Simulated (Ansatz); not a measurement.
Total energies of Sn21SbH30, a doped nanocrystal cut from the lattice of tin (Sb on a surface site) from Ansatz at PBE-D4/def2-TZVP, gas phase (1 Eh = 27.2114 eV = 2625.5 kJ/mol). The reference geometry is relaxed at PBE-D4/def2-SVP.

```xyz
52

Sn    2.063    2.702   -3.120
Sn   -3.682    2.196   -2.065
Sn    5.974    0.682   -1.791
Sn    2.537   -1.893   -3.406
Sn   -0.133   -0.040   -0.218
Sn    3.713   -2.048    1.156
Sn   -3.503   -2.359   -2.586
Sn   -6.435   -0.656    0.187
Sn   -2.772   -2.790    1.993
Sn    3.247    2.558    1.432
Sn    0.794   -0.182    4.212
Sn   -3.135    1.807    2.520
Sn    3.850    0.588   -3.645
Sn   -1.963   -0.009   -2.366
Sn    1.160    2.456   -0.460
Sn   -4.988    1.761    0.389
Sn    5.016    0.437    0.854
Sn    1.638   -2.169   -0.749
Sn   -1.335   -0.358    2.323
Sn    2.584   -2.312    3.728
Sb   -4.985   -3.055   -0.266
Sn    2.111    2.311    4.003
H     2.851    4.229   -3.382
H     0.707    2.629   -4.203
H    -2.768    3.673   -2.016
H    -4.830    2.329   -3.362
H     6.847    2.175   -1.966
H     7.096   -0.605   -2.121
H     1.177   -1.965   -4.486
H     3.613   -3.186   -3.844
H     4.872   -3.323    0.878
H    -4.632   -2.265   -3.905
H    -2.481   -3.734   -2.880
H    -7.612   -0.529   -1.085
H    -7.310   -0.965    1.658
H    -1.616   -4.055    1.617
H    -3.529   -3.328    3.480
H     4.116    4.066    1.303
H     0.138   -0.354    5.822
H    -2.269    3.313    2.424
H    -3.994    1.812    4.032
H     4.500    0.755   -5.254
H    -1.055    0.113   -3.853
H    -0.022    3.691   -0.110
H    -6.212    2.980    0.650
H     6.363    0.506    1.960
H     0.745   -3.656   -0.562
H     1.730   -3.822    3.836
H     3.835   -2.342    4.935
H    -6.296   -3.834   -1.176
H     0.956    3.588    4.247
H     3.327    2.479    5.236
```

| state | geometry | energy (Eh) |
| --- | --- | --- |
| charge 0 doublet | reference | -4759.10012 |
| charge 1 singlet | reference | -4758.88041 |
| charge -1 singlet | reference | -4759.20095 |
| free Sn atom (triplet) | – | -214.24935 |
| free Sb atom (quartet) | – | -240.20743 |
| free H atom (doublet) | – | -0.49962 |

In the def2 sets Sb, Sn take a core potential; there is no spin–orbit coupling. Single mean-field runs in def2-TZVP are fitted with def2-universal-jkfit.

Other spin states of the ions weren't run at this level and may lie lower.

(1) Work out the vertical ionisation energy to the singlet.

(2) Work out the vertical electron affinity, to the singlet.

(3) Give the fundamental gap IE − EA, the Mulliken electronegativity (IE + EA)/2 and the hardness (IE − EA)/2.

(4) What is the binding energy per atom against free atoms?

(1) E(charge 1 singlet) − E(charge 0 doublet) = -4758.88041 − (-4759.10012) = 0.21971 Eh = 5.98 eV. For comparison, −ε of the highest occupied level of the spin that leaves is 4.49 eV at this level, 1.49 eV less.

(2) E(charge 0 doublet) − E(charge -1 singlet) = -4759.10012 − (-4759.20095) = 0.10083 Eh = 2.74 eV. The basis lacks diffuse functions, which makes affinities too small.

(3) From the values in Eh: IE − EA = 0.21971 − 0.10083 = 0.11888 Eh = 3.23 eV; (IE + EA)/2 = 4.36 eV; (IE − EA)/2 = 1.62 eV.

(4) Atoms: 21 × (-214.24935) + 1 × (-240.20743) + 30 × (-0.49962) = -4754.43238 Eh. Binding: -4754.43238 − (-4759.10012) = 4.66774 Eh = 127.02 eV, or 2.44 eV for each of 52 atoms (no zero-point energy, no counterpoise term).
